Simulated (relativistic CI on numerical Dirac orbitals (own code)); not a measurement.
**W²⁺: 5d valence photoemission**

Computed with this model: Dirac-Coulomb-Breit CI, orbitals from a KLI potential per configuration, QED by a radiative potential, valence Slater integrals scaled by 0.7, multiplet model of photoemission in the sudden approximation; configurations [Xe] 4f14 5d4 → [Xe] 4f14 5d3; 80 K; Lorentzian 0.3 eV and Gaussian 0.5 eV FWHM. Energies are those of the free ion, without screening or charge transfer. The energies are binding energies and can lie tens of eV above those of solids. S is read from ⟨S²⟩ = S(S + 1).

Field parameters in Wybourne normalisation: D4h B²₀ = −7Ds, B⁴₀ = 21(Dq − Dt), B⁴₄ = 21√(5/14) Dq. The field is a parameter set, without covalency.

free ion: ground-state S = 1.82, centroid 24.76 eV. Peaks (eV, height): 24.4 (100), 25.5 (31).

D4h, 10Dq = 28500, Ds = -1500, Dt = 540 cm⁻¹: ground-state S = 1.00, centroid 25.49 eV. Peaks (eV, height): 24.9 (100), 25.6 (89), 27.5 (6).

D4h, 10Dq = 28500, Ds = -600, Dt = 540 cm⁻¹: ground-state S = 1.00, centroid 25.43 eV. Peaks (eV, height): 24.7 (96), 25.8 (100), 27.0 (11).

D4h, 10Dq = 28500, Ds = 300, Dt = 540 cm⁻¹: ground-state S = 1.01, centroid 25.39 eV. Peaks (eV, height): 24.6 (92), 25.8 (100), 26.8 (20).

D4h, 10Dq = 28500, Ds = 2100, Dt = 540 cm⁻¹: ground-state S = 1.02, centroid 25.40 eV. Peaks (eV, height): 24.6 (98), 25.8 (100).

D4h, 10Dq = 28500, Ds = 3000, Dt = 540 cm⁻¹: ground-state S = 0.98, centroid 25.43 eV. Peaks (eV, height): 24.8 (100), 25.6 (85).

Strongest unbroadened transitions for D4h, 10Dq = 28500, Ds = 300, Dt = 540 cm⁻¹:

```
Energy (eV)  Relative strength
      24.57              100.0
      25.72               58.9
      25.85               42.1
      25.91               11.5
      26.79                7.2
      26.86                7.7
      26.99                1.7
      27.59                0.2
      28.46                0.4
      28.55                0.1
      28.70                0.2
      28.81                0.2
      28.83                0.1
      29.65                0.3
      29.82                0.2
      29.95                0.4
      30.16                0.2
      30.19                0.2
```
